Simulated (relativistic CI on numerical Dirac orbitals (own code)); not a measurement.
# Energy levels of Pt XXXII

Method of calculation: Dirac-Coulomb-Breit CI, orbitals from a KLI potential per configuration, a model potential for QED, unscaled Slater integrals (own radial code, finite nucleus).

CI space (outside the closed core [Ar] 3d10): 4s²4p⁶4d¹⁰4f, 4s²4p⁶4d⁹4f², 4s²4p⁶4d¹⁰5s, 4s²4p⁶4d¹⁰5p, 4s²4p⁵4d¹⁰4f², 4s²4p⁶4d¹⁰5d, 4s4p⁶4d¹⁰4f², 4s²4p⁶4d⁹4f5s, 4s²4p⁶4d¹⁰5f, 4s²4p⁶4d⁹4f5p, 4s²4p⁶4d¹⁰5g, 4s²4p⁶4d¹⁰6s, 4s²4p⁶4d¹⁰6p, 4s²4p⁶4d¹⁰6d, 4s²4p⁵4d¹⁰4f5s, 4s²4p⁶4d¹⁰6f, 4s²4p⁶4d⁹4f5f, 4s²4p⁶4d¹⁰7s, 4s4p⁶4d¹⁰5s², 4s²4p⁶4d¹⁰7d, 4s²4p⁶4d⁹4f6p. Double excitations out of closed p, d and f shells are left out; levels of such configurations are missing from the list, as are those of other unlisted configurations, and high levels can miss mixing partners.

The lowest level is 4s²4p⁶4d¹⁰4f ²F°5/2, with 100 % of that term; Hund's rules for 4s²4p⁶4d¹⁰4f give ²F° with J = 5/2, in agreement.

```tsv
No.	Configuration	Term	J	E (cm⁻¹)	%	Next component (%)	jj configuration (%)
1	4s²4p⁶4d¹⁰4f	²F°	5/2	0	100		4f5/2 (100)
2	4s²4p⁶4d¹⁰4f	²F°	7/2	42668	100		4f7/2 (100)
3	4s²4p⁶4d¹⁰5s	²S	1/2	1589137	99	1 4s²4p⁶4d⁹4f5p ²S	5s (99)
4	4s²4p⁶4d⁹4f²	⁴F	3/2	1704180	92	5 ²D	4d5/2^5 4f5/2^2 (82)
5	4s²4p⁶4d⁹4f²	⁴F	5/2	1709139	59	22 ⁴G	4d5/2^5 4f5/2^2 (86)
6	4s²4p⁶4d⁹4f²	⁴G	7/2	1727382	39	37 ⁴F	4d5/2^5 4f5/2^2 (71)
7	4s²4p⁶4d⁹4f²	²K	13/2	1750506	43	41 ⁴K	4d5/2^5 4f5/2^2 (96)
8	4s²4p⁶4d⁹4f²	²G	7/2	1751818	26	26 ⁴F	4d5/2^5 4f5/2 4f7/2 (76)
9	4s²4p⁶4d⁹4f²	⁴G	9/2	1754841	39	32 ⁴H	4d5/2^5 4f5/2^2 (53)
10	4s²4p⁶4d⁹4f²	⁴D	5/2	1757735	32	23 ⁴G	4d5/2^5 4f5/2^2 (82)
11	4s²4p⁶4d⁹4f²	⁴F	9/2	1763457	50	27 ²G	4d5/2^5 4f5/2 4f7/2 (47)
12	4s²4p⁶4d⁹4f²	⁴I	11/2	1771048	34	18 ⁴H	4d5/2^5 4f5/2^2 (87)
13	4s²4p⁶4d⁹4f²	²F	5/2	1771681	39	30 ⁴F	4d5/2^5 4f5/2 4f7/2 (76)
14	4s²4p⁶4d⁹4f²	⁴D	3/2	1772396	54	19 ⁴F	4d5/2^5 4f5/2^2 (67)
15	4s²4p⁶4d⁹4f²	⁴K	15/2	1774909	75	20 ²K	4d5/2^5 4f5/2 4f7/2 (99)
16	4s²4p⁶4d⁹4f²	⁴G	7/2	1778908	26	25 ⁴D	4d5/2^5 4f5/2 4f7/2 (63)
17	4s²4p⁶4d⁹4f²	²F	7/2	1784776	26	19 ⁴G	4d5/2^5 4f5/2 4f7/2 (60)
18	4s²4p⁶4d⁹4f²	⁴G	11/2	1785070	47	36 ⁴H	4d5/2^5 4f5/2 4f7/2 (82)
19	4s²4p⁶4d⁹4f²	⁴D	1/2	1787150	50	41 ⁴P	4d5/2^5 4f5/2^2 (61)
20	4s²4p⁶4d⁹4f²	⁴K	17/2	1793026	85	15 ²L	4d5/2^5 4f7/2^2 (50)
21	4s²4p⁶4d⁹4f²	⁴H	13/2	1793883	57	23 ²I	4d5/2^5 4f5/2 4f7/2 (89)
22	4s²4p⁶4d⁹4f²	⁴D	5/2	1799594	31	30 ²F	4d5/2^5 4f5/2 4f7/2 (88)
23	4s²4p⁶4d⁹4f²	⁴G	9/2	1801946	48	16 ⁴H	4d5/2^5 4f5/2 4f7/2 (55)
24	4s²4p⁶4d⁹4f²	²H	9/2	1805845	48	19 ⁴G	4d5/2^5 4f5/2 4f7/2 (81)
25	4s²4p⁶4d⁹4f²	²H	11/2	1813799	25	25 ⁴G	4d5/2^5 4f5/2 4f7/2 (92)
26	4s²4p⁶4d⁹4f²	⁴I	13/2	1814018	43	26 ²K	4d5/2^5 4f5/2 4f7/2 (98)
27	4s²4p⁶4d⁹4f²	²D	3/2	1816069	70	18 ⁴P	4d5/2^5 4f5/2 4f7/2 (76)
28	4s²4p⁶4d⁹4f²	²F	7/2	1816861	33	30 ²G	4d5/2^5 4f7/2^2 (48)
29	4s²4p⁶4d⁹4f²	²H	9/2	1818228	38	15 ⁴F	4d5/2^5 4f5/2 4f7/2 (49)
30	4s²4p⁶4d⁹4f²	⁴P	1/2	1819595	45	29 ⁴D	4d5/2^5 4f5/2 4f7/2 (79)
```

Energies count from the lowest computed level; ° marks odd parity. Filled j subshells are mostly left out of the jj labels.

The mean weight of the leading LS term, summed over parents, in these 30 levels is 52 %, and that of the leading jj configuration (from the same eigenvectors) 76 %, so jj coupling describes them better and the LS labels are nominal.

At this charge energies of transitions that change n are usually good to better than 1 %, and those within a shell (Δn = 0) to a few per cent.

LS names give the leading component of a level, which can be under half, so a name can repeat, a term be missing and a line seem to break the LS rules.
